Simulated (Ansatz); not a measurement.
Reaction (isomerisation): `CO[SiH2][SiH2]O` → `OC([SiH3])O[SiH3]`

Program: Ansatz. Geometries: PBE0-D4/def2-TZVP. ΔE: electronic, gas phase. CCSD(T)/CBS is the MP2 limit (def2-TZVPP, def2-QZVPP) plus CCSD(T) − MP2 in def2-TZVPP, frozen cores. Functionals use def2-TZVPP. Each species was taken in one conformer, which may not be the lowest.

```tsv
level	ΔE (kJ/mol)
PBE0-D4	146.3
ωB97X-V	140.4
r2SCAN	145.6
HF/def2-TZVPP	151.3
```

What does CCSD(T)/CBS give? (An estimate is asked.)

Computed: +147.3 kJ/mol. The listed levels differ from it by -1.0, -6.9, -1.7, 4.0 kJ/mol.

Largest T1 diagnostic among the species: 0.013.

The D4 term adds −3.5 kJ/mol with B3LYP and −1.8 kJ/mol with PBE0; it sums over pairs of atoms, weighted by their polarisabilities, and B3LYP, whose exchange is more repulsive, gets the larger term. In def2-TZVPP, CCSD(T) changes the Hartree–Fock value by −9.3 kJ/mol (the triples alone add −2.9 kJ/mol) and MP2 by −5.8 kJ/mol. From PBE to PBE0 (25 % exact exchange), in def2-TZVPP and without D4, ΔE moves by +4.4 kJ/mol.

B3LYP here is the variant with VWN-RPA as its local correlation; programs differ in this.
